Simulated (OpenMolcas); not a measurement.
An OpenMolcas run meant for Br IV (ANO-R1, X2C; inactive shells 1s 2s 2p 3s 3p 3d 4s; intended active space 2 electrons in 3 orbitals (4p)). One step of its input:

```
&CASPT2
Multistate=3 1 2 3
Frozen=3 6
IPEA=0.25
Imaginary=2.0
MaxIter=60
WThr=0.0 0.3 0.05
PrWF=0.5
NoMix
```

The run finished. Its levels beside those of a sound run (SS-CASPT2, IPEA 0.25 Eh, imaginary shift 0.1 Eh (closed shells correlated: 3d 4s)), in cm⁻¹ above each run's lowest level:

| Level | This run | Usual run |
| --- | --- | --- |
| 4s² 4p² ³P₀ | 0.0 | 0.0 |
| 4s² 4p² ³P₁ | 2462 | 2497 |
| 4s² 4p² ³P₂ | 5521 | 5534 |
| 4s² 4p² ¹D₂ | 18183 | 17737 |
| 4s² 4p² ¹S₀ | 37687 | 35927 |

Problem. Which setting is unsound, and how much does it matter here?

Solution. The level shift is far above the usual 0.1 to 0.3 hartree and damps the second-order energy. Against the sound run the excited levels shown move by 560 cm-1 on average and by 1800 cm-1 at most.

Term energies are means over components that CASPT2 splits; among the terms shown or strongly mixed into the levels shown the widest spread is 110 cm-1 (4s² 4p² ¹D, the sound run). With the s shell closed, the reference lacks s² → p² mixing. The basis is small and was not contracted for so high a charge. Levels of configurations outside the active space are missing.
